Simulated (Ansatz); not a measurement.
Isolated molecules relaxed with PBE0-D4/def2-TZVP in Ansatz; ΔE leaves out vibrations. CCSD(T)/CBS adds triple-zeta CCSD(T) − MP2 to the extrapolated MP2 energy (def2 sets, frozen cores). Functionals use def2-TZVPP. B3LYP here is the variant with VWN-RPA as its local correlation; programs differ in this. For Se outer-core shells are correlated without core-valence functions, which leaves a few kJ/mol of doubt a bond. Scalar relativity is left out up to krypton. One conformer a species, not always the lowest.

Reaction (isomerisation): `[SeH]C1CC=N1` → `C=C/N=C\[SeH]`

CCSD(T)/CBS gives -7.9 kcal/mol.

**Question.** Another level gave -6.8 kcal/mol. Which?
A. HF/def2-TZVPP
B. PBE-D4/def2-TZVPP
C. CCSD/def2-TZVPP
D. B3LYP-D4/def2-TZVPP

**Answer.** C. CCSD/def2-TZVPP -6.8, B3LYP-D4 -13.7, PBE-D4 -11.2, HF/def2-TZVPP -9.1 kcal/mol.

Largest T1 diagnostic among the species: 0.013.

From PBE to PBE0 (25 % exact exchange), in def2-TZVPP and without D4, ΔE moves by +3.6 kcal/mol. In def2-TZVPP, CCSD(T) changes the Hartree–Fock value by +1.5 kcal/mol (the triples alone add −0.8 kcal/mol) and MP2 by +2.5 kcal/mol.
